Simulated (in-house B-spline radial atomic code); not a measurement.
Ga²⁺. Computed with a B-spline radial atomic code. Model: non-relativistic spherical atom: semilocal Troullier-Martins pseudo-atom, one channel per l, against all electrons, high spin, G0W0 and RPA with empty states to l = 8, local potential for every l without a channel, a model core (radius 0 = none) keeps its share of the functional.

What the tables leave out is listed at the end.

The pseudopotential gives back the lowest level of each angular momentum of its own functional in the configuration it was made in; a second state of the same l is only approximately right. Exact exchange, RPA and GW see the smooth pseudo-orbitals and miss the exchange with the core, for which the functional's share stands in. The column with an uncorrelated core keeps all orbitals and exact exchange, and so separates missing core correlation from pseudisation. Only the three outermost levels and the lowest empty one were computed. RPA here is direct RPA, with no exchange kernel, and its energies carry an (l + 1/2)⁻⁴ tail. A hybrid on a potential with a model core restores only its own semilocal share of the core's exchange.

Command:
```bash
python run_psgw.py task.json out
```
Settings (lengths in bohr, energies in hartree):
```
Z                      31
electrons              29
configuration          [Ar] 3d10 4s1
generated_in           [Ar] 3d10 4s1
functional             lda,vwn
core_shells            5
radius_factor          0.9
core_correction        False
ion_configuration      [Ar] 3d10
```

Cost of the run: 43 s on 1 thread of Intel(R) Xeon(R) Platinum 8488C (Sapphire Rapids), on a shared host.

Given: made with LDA VWN5; model core radius 0 bohr; local radius 1.501 bohr; mean-field start LDA VWN5.

Valence shells of the generating configuration: 3d, 4s.

Channel: s 1.623, p 1.898, d 1.431 (radii in bohr).

Computed: largest level miss in the spin-unpolarised generating configuration 0 eV; valence RPA correlation energy pseudo -0.93713 hartree; all-electron RPA polarisability, core included 7.4139 bohr³; pseudo-atom RPA polarisability 7.4373 bohr³; ionisation by mean-field all-electron 31.399 eV; ionisation by mean-field pseudo minus all -0.002 eV; ionisation by RPA all-electron 30.866 eV.

```tsv
level	occupied	mean-field all-electron (eV)	mean-field pseudo minus all (eV)	G0W0 all-electron (eV)	G0W0 uncorrelated core minus all (eV)	G0W0 pseudo minus all (eV)	exchange self-energy all-electron (eV)	exchange self-energy pseudo (eV)
4s up	1	-26.576	-0.022	-31.184	-0.051	-0.572	-15.773	-14.007
3d down	1	-40.067	0.012	-49.665	-0.284	5.079	-57.832	-36.974
4s down (empty)	0	-25.228	0.037	-20.485	-0.042	-0.565	-3.9915	-2.2638
```

Task: What is the valence RPA correlation energy all-electron orbitals?

Result: -0.70009 hartree.

Task: What is the ionisation by RPA pseudo minus all?

Result: 1.136 eV.

Given: mean-field start PBE0.

Computed: valence RPA correlation energy all-electron orbitals -0.66356 hartree; valence RPA correlation energy pseudo -0.9096 hartree; pseudo-atom RPA polarisability 6.7558 bohr³; ionisation by mean-field all-electron 30.698 eV; ionisation by RPA all-electron 30.758 eV; ionisation by RPA pseudo minus all 1.1 eV.

| level | occupied | mean-field all-electron (eV) | mean-field pseudo minus all (eV) | G0W0 all-electron (eV) | G0W0 uncorrelated core minus all (eV) | G0W0 pseudo minus all (eV) | exchange self-energy all-electron (eV) | exchange self-energy pseudo (eV) |
| --- | --- | --- | --- | --- | --- | --- | --- | --- |
| 4s up | 1 | -27.152 | -0.242 | -30.964 | -0.042 | -0.697 | -15.39 | -13.893 |
| 3d down | 1 | -43.1 | 1.055 | -49.874 | -0.33 | 5.035 | -58.068 | -37.046 |
| 3d up | ? | ? | ? | ? | ? | ? | ? | ? |
| 4s down (empty) | 0 | -23.229 | -0.145 | -20.248 | -0.032 | -0.632 | -3.6336 | -2.143 |

Task: What belongs in the row 3d up?

Result: occupied: 1; mean-field all-electron (eV): -43.304; mean-field pseudo minus all (eV): 1; G0W0 all-electron (eV): -50.043; G0W0 uncorrelated core minus all (eV): -0.308; G0W0 pseudo minus all (eV): 4.996; exchange self-energy all-electron (eV): -57.902; exchange self-energy pseudo (eV): -37.179.

Task: What is the all-electron RPA polarisability, core included?

Result: 6.7671 bohr³.

Task: What is the ionisation by mean-field pseudo minus all?

Result: 0.211 eV.

Given: mean-field start Hartree-Fock.

Computed: valence RPA correlation energy all-electron orbitals -0.58467 hartree; valence RPA correlation energy pseudo -0.84296 hartree; ionisation by mean-field all-electron 29.189 eV; ionisation by mean-field pseudo minus all 0.868 eV; ionisation by RPA all-electron 30.45 eV; ionisation by RPA pseudo minus all 1.128 eV.

| level | occupied | mean-field all-electron (eV) | mean-field pseudo minus all (eV) | G0W0 all-electron (eV) | G0W0 uncorrelated core minus all (eV) | G0W0 pseudo minus all (eV) | exchange self-energy all-electron (eV) | exchange self-energy pseudo (eV) |
| --- | --- | --- | --- | --- | --- | --- | --- | --- |
| 4s up | 1 | -29.292 | -0.89 | -30.533 | -0.024 | -1.208 | -14.56 | -13.814 |
| 3d down | 1 | -52.361 | 5.633 | -50.431 | -0.372 | 3.492 | -58.513 | -36.591 |
| 3d up | ? | ? | ? | ? | ? | ? | ? | ? |
| 4s down (empty) | 0 | -18.214 | -0.617 | -19.783 | -0.012 | -0.932 | -2.6311 | -1.8237 |

Task: What belongs in the row 3d up?

Result: occupied: 1; mean-field all-electron (eV): -52.463; mean-field pseudo minus all (eV): 5.468; G0W0 all-electron (eV): -50.56; G0W0 uncorrelated core minus all (eV): -0.368; G0W0 pseudo minus all (eV): 3.364; exchange self-energy all-electron (eV): -58.337; exchange self-energy pseudo (eV): -36.681.

Task: What is the pseudo-atom RPA polarisability?

Result: 5.2965 bohr³.

Task: What is the all-electron RPA polarisability, core included?

Result: 5.3724 bohr³.

Among the listed levels the largest G0W0 shift of the pseudo-atom is +5.08 eV, for 3d down on the LDA VWN5 start, while leaving the core uncorrelated moves that level by -0.28 eV. So pseudisation and the lost core exchange, not the missing core correlation, make the error. Not in the tables (levels of low weight, unsolved or above zero; the highest and the empty levels are kept at any weight): on LDA the G0W0 levels 3d up (pseudo minus all +5.02 eV, weights 0.74 and 0.82).
